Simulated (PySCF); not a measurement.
(1S)-1-bromo-1-chloroethane (C₂H₄BrCl), SMILES C[C@H](Br)Cl. Geometry optimised at PBE-D3(BJ)/def2-SVP.

These are PBE-D3(BJ)/def2-SVP (PySCF) values and carry that method's errors.

Harmonic wavenumbers (cm⁻¹): 213, 264, 288, 371, 550, 653, 949, 1019, 1072, 1159, 1239, 1339, 1398, 1406, 2982, 3072, 3079, 3097. Rotational constants (GHz): 5.949, 1.930, 1.518; symmetry number 1.

Problem. Work out the zero-point energy and the ideal-gas rigid-rotor harmonic-oscillator thermochemistry at 298.15 K and 1 atm.

Solution. ZPE = ½ Σ hcν = ½ × 24149 cm⁻¹ = 144.44 kJ/mol. H − E(el) = 160.32 kJ/mol. Entropy in J/(mol K): translation 170.68, rotation 114.28, vibration 31.53, total 316.49. G − E(el) = 65.96 kJ/mol. Cp = 78.04 J/(mol K).
